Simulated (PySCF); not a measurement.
Computed shifts of a molecule C5H6O, PySCF with PBE/pcSseg-1, GIAO, gas phase, equivalent atoms averaged, in ppm (number of nuclei): ¹³C: 150.9 (1), 105.8 (1), 88.3 (1), 83.0 (1), 60.0 (1). ¹H: 5.22 (2), 4.01 (3), 3.26 (1). References: ¹³C against TMS (σ = 182.0 ppm); ¹⁷O against H2O (σ = 334.3 ppm); ¹H against TMS (σ = 31.49 ppm), references at their B3LYP-D3(BJ)/def2-TZVP geometries, non-relativistic. Geometry: B3LYP-D3(BJ)/def2-SVP. One conformer was computed; it need not be the lowest.

### Question
Identify the compound among the candidates.
(A) C=C=C1CCO1
(B) C#CCCC=O
(C) C=C1C=COC1
(D) C#CC(=C)OC

### Answer
D, C#CC(=C)OC
